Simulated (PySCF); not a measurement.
# Chlorine: a sound run and one with changed settings

Sound run: Cl⁺ [Ne] 3s2 3p4, Cl²⁺ [Ne] 3s2 3p3. Calculation: PySCF 2.14, in def2-TZVP (5s5p2d1f, 37 functions); the non-relativistic Hamiltonian (point nucleus). In the sound run the correlated levels freeze [Ne]. The sound run starts from symmetry-adapted Hartree-Fock orbitals and uses a fine grid where one is needed.

Changed run: basis STO-3G. This setting is unsound on purpose.

| species | method | sound run (hartree) | changed run (hartree) | converged |
| --- | --- | --- | --- | --- |
| Cl⁺ | UHF | -459.04415 | -454.12970 | yes |
| Cl⁺ | MN15 | -459.57059 | -453.56166 | yes |
| Cl⁺ | BP86 | -459.70972 | -454.67452 | yes |
| Cl⁺ | MP2 | -459.16501 | -454.12970 | yes |
| Cl²⁺ | UHF | -458.21427 | -453.24325 | yes |
| Cl²⁺ | MN15 | -458.69061 | -452.61727 | yes |
| Cl²⁺ | BP86 | -458.82686 | -453.72611 | yes |
| Cl²⁺ | MP2 | -458.30748 | -453.24325 | yes |

Ionisation energy of Cl⁺:

| method | sound run (eV) | changed run (eV) |
| --- | --- | --- |
| UHF | 22.582 | 24.121 |
| MN15 | 23.946 | 25.698 |
| BP86 | 24.024 | 25.808 |
| MP2 | 23.335 | 24.121 |
| SCS-MP2 | 23.413 | 24.121 |

A minimal basis cannot let orbitals breathe on ionisation and holds almost no correlation.

For comparison, NIST gives 23.814 eV between the lowest levels.
